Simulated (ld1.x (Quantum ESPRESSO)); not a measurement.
## iodine (I): one change to a TM potential, before and after

I, norm-conserving Troullier–Martins (Kleinman–Bylander form), made with ld1.x (Quantum ESPRESSO) 7.5 (PBE, fully relativistic). Core [Kr] 4d10, reference 5s2 5p5. Waves: 5p (bound): rc 1.85 bohr; 5d channel at 0.4 Ry: rc 1.95 bohr; 5s (bound): rc 1.80 bohr. Local part: the s channel. Core correction: none.

Open shells are filled in proportion to 2j + 1 (rel_dist='average').

Change: local potential all-electron potential smoothed inside 1.35 bohr (lloc = -1).

Cutoffs: the cutoffs (Ry, on a coarse ladder) from which the occupation-weighted sum of valence levels, in a spherical-Bessel basis at the reference potential, stays within 10 and 1 mRy of its value at 400 Ry; they do not see the model core or the augmentation charge, which bear on the density cutoff. Errors are all-electron minus pseudo energies relative to the spin-unpolarised reference configuration.

Q: How do hardness, ghosts and transferability respond?

A: The potential gets softer (35 Ry and 60 Ry → 30 Ry and 55 Ry); the bound ghosts move from d to p, s; the number of tests that count goes from 7 to 1; the range in which the p1/2 phases agree narrows (upper end at the end of the scan → -0.4). In the separable form a ghost depends on how the local part lies against the semilocal potential of the channel, so the choice of the local part can create or remove one.

| quantity | base | changed |
| --- | --- | --- |
| cutoff, loose | 35 Ry | 30 Ry |
| cutoff, tight | 60 Ry | 55 Ry |
| loose cutoff by channel (10 mRy a level) | p 15 Ry, s 25 Ry | s 25 Ry, p 12 Ry |
| bound ghosts | d3/2, d5/2 | s, p3/2 |
| tests counted (converged, no solver errors) | 7 of 7 | 1 of 7 |
| error for 5s2 5p4.5, meV [ΔE 4.54 eV] | -0.3 | -0.7 |
| s: phases at 2.14 bohr within 0.05 rad from the reference energy up to (Ry; the scan ends near 5) | 3.7 | 3.6 |
| p1/2: phases at 2.14 bohr within 0.05 rad from the reference energy up to (Ry; the scan ends near 5) | to the end of the scan | -0.4 |
| p3/2: phases at 2.14 bohr within 0.05 rad from the reference energy up to (Ry; the scan ends near 5) | to the end of the scan | to the end of the scan |
| d3/2: phases at 2.14 bohr within 0.05 rad from the reference energy up to (Ry; the scan ends near 5) | 1.3 | 0.9 |
| d5/2: phases at 2.14 bohr within 0.05 rad from the reference energy up to (Ry; the scan ends near 5) | 1.3 | 0.9 |

Changed file: Tests not counted: 5s2 5p4 (solver errors, printed error -134 eV); 5s2 5p3 (solver errors, printed error -41.6 eV); 5s2 5p2 (solver errors, printed error -11.1 eV); 5s1 5p6 (solver errors, printed error -202 eV); 5s1 5p5 (solver errors, printed error -178 eV); 5s2 5p1 (solver errors, printed error +8.3 eV). A true bound ghost makes a file unfit for plane-wave use even where its test errors are small: the radial tests pick states by their node count and pass the ghost by. Where a test does run into it, the solver fails or the error is huge.
